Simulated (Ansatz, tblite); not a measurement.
Cost and result up the ladder for (NaNH2)2 ring (Na₂N₂H₄) (8 atoms). Charge 0, multiplicity 1. Geometry: PBE0-D4/def2-SVP.

```xyz
8

Na    0.073    0.281    1.393
N     0.283   -1.707    0.330
Na   -0.071   -0.281   -1.393
N    -0.282    1.707   -0.330
H    -0.398   -2.451    0.515
H     1.169   -2.219    0.387
H    -1.170    2.217   -0.386
H     0.396    2.453   -0.515
```

Ansatz on 4 threads of AMD EPYC 7B13 on a shared host; xTB runs through tblite on one thread. Times are rough, summed over both states, and most runs start from the orbitals of an earlier one. PBE0-D4/def2-TZVP serves as the yardstick here, not as an exact answer. The other state is a triplet.

The xTB rows come from tblite.

xTB has no spin-polarisation term.

```json
{"level": "GFN2-xTB", "functions": "20", "wall time": "0.005 s", "vertical triplet (eV)": "2.10", "difference from PBE0-D4/def2-TZVP (eV)": "-1.04"}
{"level": "GFN1-xTB", "functions": "24", "wall time": "0.007 s", "vertical triplet (eV)": "3.62", "difference from PBE0-D4/def2-TZVP (eV)": "0.49"}
{"level": "PBE-D4/def2-TZVP", "functions": "150", "wall time": "2.6 s", "vertical triplet (eV)": "2.72", "difference from PBE0-D4/def2-TZVP (eV)": "-0.41"}
{"level": "PBE0-D4/def2-TZVP", "functions": "150", "wall time": "5 s", "vertical triplet (eV)": "3.13", "difference from PBE0-D4/def2-TZVP (eV)": "0.00"}
{"level": "r2SCAN-D4/def2-TZVP (with forces)", "functions": "150", "wall time": "5.7 s", "vertical triplet (eV)": "2.92", "difference from PBE0-D4/def2-TZVP (eV)": "-0.21"}
```
